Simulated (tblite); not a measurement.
Species: C3H6N2O2Si.
Atom-mapped SMILES: `[CH3:1][C:2](=[O:3])[O:4][Si@@H:5]([NH2:6])[C:7]#[N:8]` (hydrogens: H9, H10, H11 on C1; H12 on Si5; H13, H14 on N6)

Computed with GFN2-xTB (tblite), gas phase: L-BFGS steps from a force-field or distance-geometry start until the largest atomic force falls under 0.01 eV/Å.

Step 24: E = -686.0978 eV
```
atom  x, y, z in Å  |  force x, y, z in eV/Å
C1      2.5752   -0.0386    0.4002   -0.004  -0.012  -0.001
C2      1.1066    0.0399    0.7143   -0.017   0.002   0.032
O3      0.6528    0.2458    1.8042    0.007   0.004   0.030
O4      0.3393   -0.1294   -0.3626    0.024   0.004  -0.020
Si5    -1.3123   -0.0013   -0.4059   -0.003  -0.019  -0.021
N6     -2.0202   -1.1482    0.6412   -0.007  -0.009  -0.018
C7     -1.8581    1.6803    0.1945    0.009   0.031  -0.005
N8     -2.1793    2.7349    0.5006   -0.028   0.016   0.021
H9      2.9186    0.9571    0.1238   -0.005  -0.004  -0.023
H10     3.1212   -0.3586    1.2830    0.003   0.005   0.007
H11     2.7536   -0.7148   -0.4297    0.000  -0.003  -0.031
H12    -1.4973   -0.0672   -1.8540    0.023  -0.024   0.039
H13    -3.0030   -1.1517    0.8525    0.014  -0.008  -0.023
H14    -1.5978   -2.0487    0.7958   -0.016   0.018   0.011
```

Step 25: E = -686.0980 eV
```
atom  x, y, z in Å  |  force x, y, z in eV/Å
C1      2.5743   -0.0388    0.4004    0.003  -0.011  -0.009
C2      1.1057    0.0395    0.7156   -0.001   0.005   0.040
O3      0.6541    0.2464    1.8065   -0.004  -0.002  -0.003
O4      0.3388   -0.1305   -0.3619    0.019   0.013   0.010
Si5    -1.3131   -0.0011   -0.4076    0.020  -0.008  -0.005
N6     -2.0198   -1.1480    0.6399   -0.009  -0.003  -0.017
C7     -1.8576    1.6811    0.1941    0.003   0.024  -0.008
N8     -2.1804    2.7347    0.5020   -0.023   0.008   0.017
H9      2.9175    0.9568    0.1228   -0.008  -0.007  -0.021
H10     3.1228   -0.3584    1.2820   -0.007   0.005   0.003
H11     2.7513   -0.7149   -0.4301    0.002  -0.004  -0.027
H12    -1.4941   -0.0674   -1.8555    0.016  -0.024   0.030
H13    -3.0019   -1.1521    0.8521   -0.011  -0.002  -0.019
H14    -1.5980   -2.0478    0.7976    0.001   0.006   0.009
```

Step 26: E = -686.0982 eV
```
atom  x, y, z in Å  |  force x, y, z in eV/Å
C1      2.5738   -0.0392    0.4003    0.005  -0.008  -0.012
C2      1.1051    0.0393    0.7169    0.014   0.004   0.028
O3      0.6546    0.2467    1.8080   -0.011  -0.006  -0.016
O4      0.3389   -0.1309   -0.3614    0.011   0.017   0.030
Si5    -1.3132   -0.0011   -0.4086    0.031   0.009   0.016
N6     -2.0198   -1.1481    0.6386   -0.008   0.001  -0.016
C7     -1.8572    1.6822    0.1938    0.001   0.014  -0.011
N8     -2.1816    2.7349    0.5033   -0.017  -0.002   0.013
H9      2.9164    0.9565    0.1217   -0.010  -0.010  -0.017
H10     3.1236   -0.3582    1.2815   -0.010   0.005  -0.003
H11     2.7498   -0.7150   -0.4310    0.001  -0.002  -0.017
H12    -1.4914   -0.0678   -1.8560    0.009  -0.024   0.015
H13    -3.0013   -1.1524    0.8517   -0.027   0.002  -0.018
H14    -1.5982   -2.0473    0.7991    0.012  -0.001   0.007
```

Step 27: E = -686.0985 eV
```
atom  x, y, z in Å  |  force x, y, z in eV/Å
C1      2.5733   -0.0399    0.4001    0.006  -0.003  -0.012
C2      1.1049    0.0392    0.7188    0.027   0.002   0.006
O3      0.6551    0.2470    1.8100   -0.014  -0.008  -0.018
O4      0.3393   -0.1310   -0.3602    0.002   0.020   0.043
Si5    -1.3128   -0.0010   -0.4095    0.035   0.029   0.040
N6     -2.0201   -1.1482    0.6368   -0.010   0.005  -0.014
C7     -1.8567    1.6837    0.1931   -0.002   0.001  -0.012
N8     -2.1835    2.7350    0.5052   -0.010  -0.014   0.007
H9      2.9151    0.9558    0.1199   -0.011  -0.011  -0.012
H10     3.1244   -0.3579    1.2809   -0.009   0.003  -0.011
H11     2.7480   -0.7151   -0.4324   -0.001  -0.002  -0.002
H12    -1.4882   -0.0691   -1.8561    0.004  -0.022  -0.003
H13    -3.0012   -1.1526    0.8505   -0.036   0.005  -0.017
H14    -1.5981   -2.0464    0.8008    0.019  -0.005   0.006
```

**Question.** Estimate the geometry and energy of step 28. (The exact step hangs on the optimiser's Hessian estimate; all steps are aligned on step 27, rigid shifts and turns removed.)

**Answer.** E = -686.0988 eV, largest force 0.080 eV/Å
```
atom  x, y, z in Å  |  force x, y, z in eV/Å
C1      2.5729   -0.0410    0.3997    0.006   0.004  -0.010
C2      1.1052    0.0389    0.7219    0.034  -0.001  -0.021
O3      0.6560    0.2474    1.8130   -0.011  -0.009  -0.011
O4      0.3399   -0.1306   -0.3574   -0.007   0.020   0.042
Si5    -1.3117   -0.0002   -0.4103    0.029   0.044   0.060
N6     -2.0206   -1.1479    0.6343   -0.011   0.005  -0.010
C7     -1.8562    1.6858    0.1914   -0.006  -0.012  -0.008
N8     -2.1864    2.7347    0.5084   -0.003  -0.025  -0.003
H9      2.9130    0.9546    0.1169   -0.007  -0.007  -0.005
H10     3.1258   -0.3574    1.2800   -0.004  -0.001  -0.019
H11     2.7456   -0.7153   -0.4344   -0.004  -0.005   0.017
H12    -1.4849   -0.0720   -1.8560    0.001  -0.018  -0.019
H13    -3.0018   -1.1527    0.8475   -0.038   0.007  -0.018
H14    -1.5975   -2.0447    0.8029    0.021  -0.002   0.004
```

The energy changes by -0.0004 eV. The first-order estimate −F·Δx gives -0.0005 eV and the mean of the old and new forces, exact on a quadratic surface, -0.0004 eV. The step makes an angle of 67° with the force vector and moves no atom by more than 0.004 Å.

What follows is the cost of the whole relaxation. Time: 1.5 s. Hardware: one thread, Arm Neoverse N1 (aarch64), shared host with 64 logical CPUs at a one-minute load of 49.
